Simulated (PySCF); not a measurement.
Ga(Br)2(NH2) (Br2GaH2N), SMILES [Ga]([NH2])([Br])[Br].

The structure is a stationary point at r2SCAN-D4/def2-SVP. The structure was generated by enumeration; whether it is a known compound was not checked. One conformer was computed; it need not be the lowest.

Two levels are set side by side: PBE/def2-TZVP (PySCF) and B3LYP/def2-TZVP (PySCF). Same geometry, gas phase. Differences are taken from unrounded values.

```json
[
 {"quantity": "orbital gap (eV)", "B3LYP": "6.10", "PBE": "4.38", "PBE minus B3LYP": "-1.72"},
 {"quantity": "highest occupied level (eV)", "B3LYP": "-7.71", "PBE": "-6.58", "PBE minus B3LYP": "1.13"},
 {"quantity": "lowest empty level (eV)", "B3LYP": "-1.61", "PBE": "-2.20", "PBE minus B3LYP": "-0.59"},
 {"quantity": "dipole moment (D)", "B3LYP": "2.44", "PBE": "2.46", "PBE minus B3LYP": "0.02"},
 {"quantity": "mean polarisability (bohr³)", "B3LYP": "73.7", "PBE": "76.2", "PBE minus B3LYP": "2.5"}
]
```

PBE's occupied levels lie high since its potential decays too fast outside the molecule; exact exchange lowers them and widens the gap. PBE's more diffuse valence density responds more strongly to a field. Differences between two approximate levels are no errors against the true value.

Rough cost on one machine, each run with all the roots and properties that it gave: B3LYP against PBE within a factor of 2.
